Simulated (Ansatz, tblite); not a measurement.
Forces on the cluster Si₃O₆ at its PBE0-D4/def2-SVP geometry. Charge 0, multiplicity 1.

The xTB rows come from tblite. The restricted singlet is unstable towards broken spin symmetry in Hartree–Fock (as tested in another run); at PBE-D4/def2-TZVP this wasn't settled. Another isomer (singlet) lies 5.41 eV lower at PBE0-D4/def2-TZVP; other spin states weren't run for this one.

GFN1-xTB (tblite), largest force 1.21 eV/Å:

```xyz
9
positions Å, forces eV/Å
Si   -1.155    1.343   -0.241   -0.150    0.270    0.085
Si    0.421   -1.080   -0.642    0.376   -0.973   -0.578
Si    0.304    0.849    1.544   -0.047    0.233    0.210
O    -0.702    0.016   -1.138   -0.066    0.173    0.112
O     0.659    1.465    2.887   -0.108   -0.349   -0.609
O    -2.172    2.422   -0.577    0.457   -0.539    0.083
O     1.445   -1.813   -1.682   -0.943   -0.061    0.755
O     0.297   -2.673   -0.981    0.556    1.064   -0.162
O     0.905   -0.529    0.831   -0.073    0.182    0.105
```

GFN2-xTB (tblite), largest force 2.50 eV/Å:

```
Si -0.291 0.729 0.421
Si 0.152 -0.396 -0.236
Si -0.276 0.722 0.439
O 0.379 -0.350 0.198
O -0.108 -0.812 -1.181
O 0.873 -1.144 0.019
O -1.962 -0.566 1.448
O 1.419 1.969 -0.617
O -0.185 -0.153 -0.491
```

PBE-D4/def2-TZVP (Ansatz), largest force 0.65 eV/Å:

```
Si 0.200 -0.256 0.010
Si -0.037 0.087 0.051
Si -0.030 -0.181 -0.273
O -0.161 0.023 -0.231
O 0.087 0.106 0.273
O -0.207 0.205 -0.086
O 0.443 0.397 -0.252
O -0.482 -0.293 0.312
O 0.186 -0.088 0.197
```
